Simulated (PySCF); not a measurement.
BH3SO2

BH3SO2 is a small molecule, neutral, singlet. The structure, one conformer, was relaxed in the gas phase by PBE0-D3(BJ)/def2-SVP. No frequency run checks that it is a minimum.

SMILES: OB(O)S

Coordinates in Å:
```
O1     -1.296   -0.614   -0.041
B2     -0.058   -0.045   -0.042
O3      0.060    1.300   -0.165
S4      1.455   -1.062    0.120
H5     -1.297   -1.570    0.050
H6     -0.804    1.720   -0.242
H7      2.303   -0.015    0.057
```

Shieldings: GIAO PBE0/pcSseg-2. Shifts are against computed references at the same level: H TMS (σ 31.24 ppm). Core levels by delta-SCF with SCAN, pcX-2 on the ionised atom and pcseg-1 elsewhere, spin-free X2C (2p3/2 is the spin-free 2p value less a third of a first-order spin-orbit splitting); from the vacuum level, for chosen atoms.

Q: Give the NMR and core-level values of the distinct atoms.

A: 
```
atoms  bonded to  σ (ppm)  δ (ppm)  core level (eV)
   O1  1 B + 1 H    208.0        -        1s 539.54
   B2  2 O + 1 S     68.1        -        1s 198.02
   O3  1 B + 1 H    216.9        -        1s 539.40
   S4  1 B + 1 H    672.0        -     2p3/2 169.57
   H5        1 O    27.50     3.74                -
   H6        1 O    27.74     3.51                -
   H7        1 S    29.54     1.71                -
```

Values are those of this one static structure; atoms that internal rotation interchanges would show their mean in an NMR spectrum.

Q: By CAM-B3LYP/def2-SVPD (TDDFT singlets, Tamm-Dancoff triplets, ionisation by delta-SCF), where does absorption start, and what does vertical ionisation take?

A: The lowest singlet lies at 6.06 eV (f 0.014), the strongest of the first 6 at 7.63 eV (f 0.156), the lowest triplet at 5.69 eV; vertical ionisation takes 10.17 eV.
